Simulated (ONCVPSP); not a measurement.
## manganese (Mn): ONCV pseudisation with LDA (Perdew-Wang 92), scalar-relativistic reference atom.

manganese (Mn), optimised norm-conserving Vanderbilt (ONCV), made with ONCVPSP 4.0.1 (LDA (Perdew-Wang 92), scalar-relativistic). Core [Ne] 3s2, reference 3p6 3d5 4s2. Waves: 4s: rc 1.95 bohr, ncon 4, nbas 9, qcut 2.9 1/bohr, 1 projector; 3p: rc 1.25 bohr, ncon 4, nbas 9, qcut 10.6 1/bohr, 2 projectors, debl 1 Ha; 3d: rc 1.10 bohr, ncon 4, nbas 9, qcut 14.7 1/bohr, local. Local part: the d channel. Core correction: none.

In the p channel the program set the typed energies aside and used -2.002, 0.250 Ha.

Results:

```json
{
 "Cutoffs needed": "78 Ha and 89 Ha (the cutoffs (Ha) at which the residual kinetic energy of the hardest occupied pseudo-wave falls to 1 and 0.1 mHa per electron)",
 "Ghost test": "ghosts flagged at negative energy: s at -400.7 eV; GHOST(+) flagged for s at 20.1 eV, p at 82.0 eV; a true bound ghost makes a file unfit for plane-wave use",
 "Configuration tests": "2 of 4 tests not solved or not reliable"
}
```

Generation and tests took about 3.7 s on one core of a shared server CPU.
